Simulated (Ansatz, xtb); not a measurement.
# C6H6OSi: 9 structures ranked

9 gas-phase structures of C6H6OSi, from a drawn sample of its isomers (lower ones may exist). Each was relaxed with GFN2-xTB:

A. `C#CC1=CC=C(O)[SiH2]1`, a singlet
B. `C#C[Si]1(O)C=CC=C1`, a singlet
C. `C#CC1=C(O)[SiH2]C=C1`, a singlet
D. `C#CC1=C[Si@@H](O)C=C1`, a singlet
E. `C#C[Si@@H]1C=CC=C1O`, a singlet
F. `C#C[Si@@H]1C=CC(O)=C1`, a singlet
G. `C#CC1=C[SiH2]C=C1O`, a singlet
H. `C#CC1=CC=C[Si@@H]1O`, a singlet
I. `C#CC1=C(O)C=C[SiH2]1`, a singlet

Q: Estimate their order in r2SCAN-D4/def2-SVP energy at these geometries, lowest first.

A: Calculated order at r2SCAN-D4/def2-SVP: B (0.0), H (3.6), D (6.4), F (23.8), G (29.0), I (29.1), E (30.5), A (33.7), C (36.1) kcal/mol. Less than 1 kcal/mol parts G and I, so the order within that pair means little.

Energies above the lowest of each column, in kcal/mol; the last columns are at PBE-D3(BJ)/def2-SVP geometries and were run for some of them only (a dash: not run or not comparable):

| structure | GFN2-xTB | HF/STO-3G | r2SCAN-D4/def2-SVP | PBE-D3(BJ)/def2-SVP | CCSD(T)/def2-SVP + ΔMP2/def2-TZVPP |
| --- | --- | --- | --- | --- | --- |
| B | 15.4 | 0.0 | 0.0 | 0.0 | 0.0 |
| H | 0.0 | 9.3 | 3.6 | 1.8 | 9.1 |
| D | 2.0 | 10.3 | 6.4 | 4.9 | 9.9 |
| F | 35.2 | 7.7 | 23.8 | 22.0 | 32.1 |
| G | 24.6 | 18.6 | 29.0 | – | – |
| I | 24.9 | 17.6 | 29.1 | – | – |
| E | 37.3 | 10.2 | 30.5 | – | – |
| A | 26.3 | 20.8 | 33.7 | – | – |
| C | 29.1 | 22.0 | 36.1 | – | – |

CCSD(T)/def2-SVP + ΔMP2/def2-TZVPP puts B lowest of those it was run on; GFN2-xTB picks H. Some further structures that were screened fall inside this span and aren't listed. Flexible structures stand in one conformer each, not always the lowest. Frequencies (GFN2-xTB) were run for B, D, F, H alone. The ΔMP2 step shifts differences by up to 5.4 kcal/mol, which makes them less sure. ΔMP2 is the change of the MP2 energy from the smaller to the larger basis.

Over these structures GFN2-xTB departs from r2SCAN-D4/def2-SVP by 7.3 kcal/mol on average once a common shift is removed. A GFN2-xTB relaxation took about 0.11 s and the r2SCAN-D4/def2-SVP energy about 4.5 s on a shared host (Ansatz 0.2.0, xtb 6.7.1).
